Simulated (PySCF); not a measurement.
## Rh+ (rhodium, charge +1) across methods

[Kr] 4d7 5s1, high-spin 5F determinant (an excited configuration). Computed with PySCF 2.14 in aug-cc-pwCVDZ-PP with ECP28MDF (6s6p5d3f, 70 functions), with scalar relativity through the core potential.

```tsv
method	E (hartree)	mean ε 4d α (eV)	mean ε 4d β (eV)	mean ε 5s α (eV)	Σ⟨r²⟩ (bohr²)	⟨S²⟩
UHF	-109.10906	-24.429	-21.630	-14.991	37.94	6.004
LDA	-109.5371	-17.712	-15.555	-13.162	37.93	6.000
PBE0	-109.7711	-19.475	-17.276	-13.531	37.70	6.001
BLYP	-109.7416	-17.340	-15.531	-12.724	37.95	6.001
wB97M-V	-109.6934	-21.864	-19.834	-15.323	37.80	6.002
PBE	-109.7821	-17.567	-15.528	-12.856	37.85	6.001
PW91	-109.8351	-17.636	-15.618	-12.941	37.83	6.001
B3LYP	-109.8138	-19.036	-17.074	-13.428	37.81	6.001
```

(1) Estimate the same row for r2SCAN.

Energies and moments cover only the electrons outside the core potential.

Results:

(1) E (hartree) = -109.8132; mean ε 4d α (eV) = -18.038; mean ε 4d β (eV) = -15.620; mean ε 5s α (eV) = -13.131; Σ⟨r²⟩ (bohr²) = 37.58; ⟨S²⟩ = 6.001.
